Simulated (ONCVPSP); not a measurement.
# Os (Z = 76): one change to an ONCV potential, before and after

ONCVPSP 4.0.1 input, shortened (lines: element, Z, core and valence counts, functional; n l f; lmax; l rc ep ncon nbas qcut; lloc lpopt rc5 dvloc0; l nproj debl; icmod fcfact rcfact), PBE, scalar-relativistic:

```
  Os 76.00   10    4        4      upf
    1    0    2.00
    2    0    2.00
    2    1    6.00
    3    0    2.00
    3    1    6.00
    3    2   10.00
    4    0    2.00
    4    1    6.00
    4    2   10.00
    4    3   14.00
    5    0    2.00
    5    1    6.00
    5    2    6.00
    6    0    2.00
    2
    0    1.90    0.00    5   10    8.20
    1    1.85    0.00    5    8    6.50
    2    2.30    0.00    4    8    5.70
    1    5    1.85    0.00
    0    2    2.80
    1    0    2.10
    2    2    2.80
    0    0.00    0.00
```

All-electron outer shells of the reference configuration (PBE, scalar-relativistic, ld1.x):

| shell | level (eV) | outermost node (bohr) | outermost maximum (bohr) |
| --- | --- | --- | --- |
| 5s | -91.55 | 0.51 | 0.91 |
| 4f | -51.98 | – | 0.40 |
| 5p | -50.84 | 0.55 | 1.03 |
| 5d | -6.25 | 0.60 | 1.36 |
| 6s | -6.15 | 1.20 | 2.48 |

Change: s: qcut 5.5.

Cutoffs: the cutoffs (Ha) at which the residual kinetic energy of the hardest occupied pseudo-wave falls to 1 and 0.1 mHa per electron; they do not see the model core or the augmentation charge, which bear on the density cutoff. Errors are all-electron minus pseudo energies relative to the spin-unpolarised reference configuration.

Q: How do hardness, ghosts and transferability respond?

A: The potential gets softer (22 Ha and 26 Ha → 13 Ha and 24 Ha); the bound ghost in s disappears; of the 4 tests that both files solve, the error grows in 3 and shrinks in 0 by more than 15 % and 0.3 meV (median size 7.2 → 14.0 meV). The waves are optimised to have the least kinetic energy above qcut, so the cutoff follows it (qcut²/2 in Ha).

| quantity | base | changed |
| --- | --- | --- |
| cutoff, loose | 22 Ha | 13 Ha |
| cutoff, tight | 26 Ha | 24 Ha |
| loose cutoff by channel | s 22 Ha, p 12 Ha, d 13 Ha | s 12 Ha, p 12 Ha, d 13 Ha |
| bound ghosts | s | none |
| GHOST(+) flags under 300 eV | none | none |
| error for 5s2 5p6 5d6 6s1, meV [ΔE 9.58 eV] | -2.7 | -4.0 |
| error for 5s2 5p6 5d6 6s0, meV [ΔE 26.49 eV] | -6.5 | -14 |
| error for 5s2 5p6 5d5 6s0, meV [ΔE 55.34 eV] | -7.9 | -14 |
| error for 5s2 5p6 5d5 6s2 6p1, meV [ΔE 6.10 eV] | +272 | +272 |
| s: phases at 1.92 bohr within 0.05 rad from the reference energy up to (Ha; the scan ends near 5) | to the end of the scan | 4.7 |
| p: phases at 1.88 bohr within 0.05 rad from the reference energy up to (Ha; the scan ends near 5) | -0.2 | -0.2 |
| d: phases at 2.33 bohr within 0.05 rad from the reference energy up to (Ha; the scan ends near 5) | to the end of the scan | to the end of the scan |

 A true bound ghost makes a file unfit for plane-wave use even where its test errors are small: the radial tests pick states by their node count and pass the ghost by.
